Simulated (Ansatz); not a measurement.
`FB(S)Cl` → `F[B]S`• + Cl• at 298.15 K and 1 bar (homolysis of the B–Cl bond).

Isolated molecules relaxed with PBE0-D4/def2-TZVP in Ansatz; ΔE leaves out vibrations. CCSD(T)/CBS is the MP2 limit (def2-TZVPP, def2-QZVPP) plus CCSD(T) − MP2 in def2-TZVPP, frozen cores. This one scheme is used for every species, atoms too. Open shells (•) are unrestricted, without spin–orbit coupling. Spin–orbit coupling would lower the free atoms: a little for Cl. One conformer a species, not always the lowest.

```csv
species,CCSD(T)/CBS energy (Eh),H − E (kJ/mol),S (J/(mol·K))
`FB(S)Cl`,-982.86970,61.7,299.6
`F[B]S`•,-522.96528,50.6,270.9
Cl•,-459.70966,6.2,168.3
```

H − E and S are ideal-gas, rigid-rotor, harmonic terms from PBE0-D4/def2-TZVP, for one conformer and one mirror image of each species, with the whole ground term of open shells counted as degenerate. 1 Eh = 2625.50 kJ/mol, R = 8.31446 J/(mol·K).

Question: By hand: ΔE, ΔH, ΔS and ΔG.

Answer: ΔE = (-522.96528) + (-459.70966) − (-982.86970) = 0.19476 Eh = 511.3 kJ/mol. Δ(H − E) = 50.6 + 6.2 − 61.7 = -4.9, so ΔH = 506.4 kJ/mol. ΔS = 270.9 + 168.3 − 299.6 = 139.6 J/(mol·K). ΔG = 506.4 − 298.15 × (139.6)/1000 = 464.8 kJ/mol.

Question: By hand: the equilibrium constant, and the temperature at which ΔG would vanish if ΔH and ΔS stayed fixed.

Answer: log₁₀ K = −ΔG/(RT ln 10) = -81.4. ΔG = 0 at ΔH/ΔS = 3628 K, far beyond where these terms or the molecules hold.

The number of gas molecules changes by +1, which sets the sign of ΔS. A doubt of 5 kJ/mol in ΔE shifts log₁₀ K by 0.9 here. Other conformers and mirror images would add mixing entropy, several J/(mol·K) or more a flexible species. These are equilibria of isolated gas molecules and say nothing of rates. Largest T1 diagnostic: 0.017 (customary marks: 0.02 for closed shells, 0.045 for open ones).
